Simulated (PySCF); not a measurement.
## r2SCANh on Cr⁺ (chromium, charge +1)

Configuration: [Ar] 3d4 4p1, one real determinant (an excited configuration). Calculation: PySCF 2.14, in aug-cc-pwCVTZ-DK with one added diffuse shell each of s, p, d, f, g type (11s10p8d5f4g, 152 functions); scalar relativity by spin-free X2C-1e.

```json
{
  "Total energy": "-1050.274 hartree",
  "One-electron energy": "-1435.366 hartree",
  "Hartree (Coulomb) energy": "433.907 hartree",
  "Exchange-correlation energy": "-48.814 hartree",
  "⟨S²⟩": "8.7509",
  "⟨L²⟩": "8.013",
  "Sum of ⟨r⟩": "18.25 bohr",
  "Sum of ⟨r²⟩": "30.97 bohr²",
  "Traceless quadrupole moment −½Σ⟨3z² − r²⟩ along its main axis": "-5.44 e·bohr²",
  "Langevin diamagnetic susceptibility": "-24.5 ×10⁻⁶ cm³/mol",
  "Time after the integrals": "of the order of 12 core-seconds"
}
```

```tsv
shell	electrons	mean orbital energy (eV)	spread (eV)	rms radius, mean of both spins (bohr)
1s β	1	-5925.3	0	0.0735
1s α	1	-5925.3	0	0.0735
2s α	1	-693.45	0	0.318
2s β	1	-691.41	0	0.318
2p α	3	-583.26	0.305	0.288
2p β	3	-581.62	0.670	0.288
3s α	1	-93.081	0	0.966
3s β	1	-87.820	0	0.966
3p α	3	-62.855	0.309	1.04
3p β	3	-57.348	1.483	1.04
3d α	4	-17.428	0.925	1.40
4p α	1	-8.685	0	3.76
```

⟨L²⟩ = 8.01 against 12 for a pure F term, so this real determinant mixes terms.

Densities and radii are taken from the X2C orbitals without a picture-change correction, which distorts them close to the nucleus.
